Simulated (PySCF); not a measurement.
# Molecular orbitals of CaZn⁺

CAM-B3LYP at R = 3.245 Å; Ca pcseg-1, Zn pcseg-1; no relativity (PySCF 2.14). State: ²Σ⁺ (doublet), unpaired electrons σ ↑. Only the outer orbitals are listed, counted within each symmetry.

| spin | orbital | occ. | ε (eV) | on Ca (%) | main shells (%) |
| --- | --- | --- | --- | --- | --- |
| α | 11σ | 1 | -19.77 | 0 | 100 Zn d |
| α | 5π | 1 | -19.75 | 0 | 100 Zn d |
| α | 5π | 1 | -19.75 | 0 | 100 Zn d |
| α | 1δ | 1 | -19.74 | 0 | 100 Zn d |
| α | 1δ | 1 | -19.74 | 0 | 100 Zn d |
| α | 12σ | 1 | -13.09 | 20 | 79 Zn s, 13 Ca s |
| α | 13σ | 1 | -9.85 | 88 | 84 Ca s, 10 Zn s |
| α | 14σ | 0 | -4.96 | 76 | 67 Ca d, 16 Zn p, 9 Ca p |
| α | 6π | 0 | -4.76 | 95 | 86 Ca d, 9 Ca p |
| α | 6π | 0 | -4.76 | 95 | 86 Ca d, 9 Ca p |
| β | 11σ | 1 | -19.75 | 0 | 100 Zn d |
| β | 5π | 1 | -19.74 | 0 | 100 Zn d |
| β | 5π | 1 | -19.74 | 0 | 100 Zn d |
| β | 1δ | 1 | -19.72 | 0 | 100 Zn d |
| β | 1δ | 1 | -19.72 | 0 | 100 Zn d |
| β | 12σ | 1 | -12.88 | 21 | 78 Zn s, 10 Ca s |
| β | 13σ | 0 | -6.34 | 88 | 88 Ca s, 9 Zn s |
| β | 14σ | 0 | -4.74 | 82 | 78 Ca d, 10 Zn p, 8 Zn s |
| β | 6π | 0 | -4.66 | 95 | 89 Ca d |

Q: Which are the highest filled and the lowest empty level, where do they sit, and how wide is the gap?

A: Highest filled α 13σ at -9.85 eV (in %: 84 Ca s, 10 Zn s); lowest empty β 13σ at -6.34 eV (in %: 88 Ca s, 9 Zn s); the gap at CAM-B3LYP is 3.51 eV.

```json
{"bond order (Mayer)": "0.53", "⟨S²⟩": "0.756", "charge on Ca (Mulliken, basis-dependent)": "0.70", "charge on Ca (Löwdin, basis-dependent)": "0.65", "dipole moment (positive dipole points towards Zn; it is taken about the centre of mass and depends on that origin)": "-5.57 D", "polarisability along the bond": "163.7 bohr³", "polarisability across the bond": "93.0 bohr³"}
```

The state was picked by a PBE0 search and need not be the measured ground state.
